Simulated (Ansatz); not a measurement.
Start from `BC#C` and change one atom or group to get `BC#CC`.

Ansatz, PBE0-D4/def2-TZVP geometries, multiplicity 1. 

| property | `BC#C` |
| --- | --- |
| HOMO energy (B3LYP/def2-TZVPP) / eV | -7.87 |
| LUMO energy (ωB97M-V/def2-TZVPP) / eV | -0.38 |
| HOMO energy (PBE0/def2-TZVPP) / eV | -8.09 |
| HOMO–LUMO gap (ωB97M-V/def2-TZVPP) / eV | 9.95 |
| LUMO energy (PBE0/def2-TZVPP) / eV | -2.40 |
| size of the dipole moment (PBE/def2-TZVPP) / D | 1.06 |

(1) What does the change do to each property? (An estimate is asked.)

## Answers

(1) The calculation gave: 
```
                                      property  `BC#CC`  shift
           HOMO energy (B3LYP/def2-TZVPP) / eV    -7.24   0.63
         LUMO energy (ωB97M-V/def2-TZVPP) / eV    -0.02   0.36
            HOMO energy (PBE0/def2-TZVPP) / eV    -7.45   0.64
       HOMO–LUMO gap (ωB97M-V/def2-TZVPP) / eV     9.64  -0.31
            LUMO energy (PBE0/def2-TZVPP) / eV    -1.99   0.41
size of the dipole moment (PBE/def2-TZVPP) / D     2.44   1.38
```

With PBE0 the HOMO rises by 0.64 eV and the LUMO rises by 0.41 eV, so the gap narrows by about 0.23 eV. PBE moves the HOMO by 0.61 eV and ωB97M-V by 0.66 eV. Dipoles are sizes alone; their direction can turn.

B3LYP here is the variant with VWN-RPA as its local correlation; programs differ in this.
